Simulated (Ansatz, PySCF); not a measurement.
HNbO₃, multiplicity 1. Atoms are numbered in the order given.

```xyz
5

Nb    -0.1453     0.0402     0.1481
O     -0.7193    -1.4449    -0.4762
O     -0.5537     1.2713    -0.9682
O      1.7083     0.0345     0.6195
H      2.4747    -0.5372     0.5280
```
Charge 0, spin multiplicity 1.

The structure is a stationary point at PBE0-D3(BJ)/def2-SVP. The spin state was assumed, not searched. The def2 effective core potentials stand for the cores of Nb; spin–orbit coupling is left out. Other conformers were not sampled.

Vertical ionisation energy (IE) and electron affinity (EA) in eV. Rows of orbital energies are one-electron estimates. Where ΔSCF, EOM or ADC give a negative EA the extra electron is unbound and the value depends on the basis.

```tsv
level	IE	EA
−ε(HOMO), −ε(LUMO), r2SCAN/def2-TZVPD (PySCF)	6.90	3.89
−ε(HOMO), −ε(LUMO), PBE/def2-TZVPD (PySCF)	6.61	4.20
ΔSCF, PBE0/def2-SVPD (Ansatz), final states of multiplicity 2 and 2	10.43	1.85
ΔSCF, PBE/def2-SVPD (Ansatz), final states of multiplicity 2 and 2	10.28	1.69
```

Question: What vertical singlet–triplet gap does ΔSCF give with PBE0/def2-SVPD (Ansatz, a program for electronic structure) and with PBE/def2-SVPD (Ansatz)? (The exact figures need the calculation; the answer reports its results.)

Answer: 2.58 and 2.67 eV (triplet above singlet where positive).
